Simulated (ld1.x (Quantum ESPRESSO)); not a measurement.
## Before and after: TM potential for Ti (Z = 22)

Ti (Z = 22), norm-conserving Troullier–Martins (Kleinman–Bylander form), made with ld1.x (Quantum ESPRESSO) 7.5 (PBE, scalar-relativistic). Core [Ne] 3s2, reference 3p6 3d2 4s2 4p0. Waves: 4s (bound): rc 2.35 bohr; 3p (bound): rc 1.15 bohr; 3d (bound): rc 1.30 bohr. Local part: all-electron potential smoothed inside 1.95 bohr (lloc = -1). Core correction: a·sin(br)/r model core inside 0.80 bohr.

All-electron outer shells of the reference configuration (PBE, scalar-relativistic, ld1.x):

```csv
shell,level (eV),outermost node (bohr),outermost maximum (bohr)
2p,-444.26,–,0.22
3s,-62.63,0.40,0.87
3p,-38.86,0.37,0.90
4s,-4.47,1.24,2.92
3d,-4.26,–,0.98
4p,-1.47,1.39,3.80
```

Change: local potential all-electron potential smoothed inside 0.88 bohr (lloc = -1).

Cutoffs: the cutoffs (Ry, on a coarse ladder) from which the occupation-weighted sum of valence levels, in a spherical-Bessel basis at the reference potential, stays within 10 and 1 mRy of its value at 400 Ry; they do not see the model core or the augmentation charge, which bear on the density cutoff. Errors are all-electron minus pseudo energies relative to the spin-unpolarised reference configuration.

Predict the effect on cutoff, ghosts and configuration errors.

The potential gets softer (100 Ry and 140 Ry → 100 Ry and 120 Ry); both files keep a bound ghost (s); of the 7 tests that both files solve, the error grows in 2 and shrinks in 4 by more than 15 % and 0.3 meV (median size 30.6 → 13.9 meV); the range in which the s phases agree narrows (upper end 4.4 → 0.2); the range in which the p phases agree widens (upper end 0.3 → at the end of the scan).

| quantity | base | changed |
| --- | --- | --- |
| cutoff, loose | 100 Ry | 100 Ry |
| cutoff, tight | 140 Ry | 120 Ry |
| bound ghosts | s | s |
| error for 3p6 3d2 4s1 4p0, meV [ΔE 7.35 eV] | -8.9 | -2.1 |
| error for 3p6 3d2 4s0 4p0, meV [ΔE 20.92 eV] | -27 | -26 |
| error for 3p6 3d1 4s0 4p0, meV [ΔE 47.87 eV] | +58 | +77 |
| error for 3p6 3d2 4s1.5 4p0, meV [ΔE 2.94 eV] | -2.2 | -0.4 |
| error for 3p6 3d2.5 4s1.5 4p0, meV [ΔE 0.35 eV] | -31 | -14 |
| error for 3p6 3d2 4s0 4p2, meV [ΔE 6.29 eV] | -106 | +2.5 |
| error for 3p6 3d0 4s0 4p0, meV [ΔE 91.15 eV] | +37 | +105 |
| s: phases at 2.56 bohr within 0.05 rad from the reference energy up to (Ry; the scan ends near 5) | 4.4 | 0.2 |
| p: phases at 2.56 bohr within 0.05 rad from the reference energy up to (Ry; the scan ends near 5) | 0.3 | to the end of the scan |
| d: phases at 2.56 bohr within 0.05 rad from the reference energy up to (Ry; the scan ends near 5) | 1.5 | to the end of the scan |

Base: These tests converged, but a pseudo level misses the all-electron one widely, so the file describes the atom poorly there or has found another state: 3p6 3d1 4s0 4p0: empty 4s by 7.5 eV. Changed file: These tests converged, but a pseudo level misses the all-electron one widely, so the file describes the atom poorly there or has found another state: 3p6 3d1 4s0 4p0: empty 4s by 5.4 eV (a node warning on the way). A true bound ghost makes a file unfit for plane-wave use even where its test errors are small: the radial tests pick states by their node count and pass the ghost by.
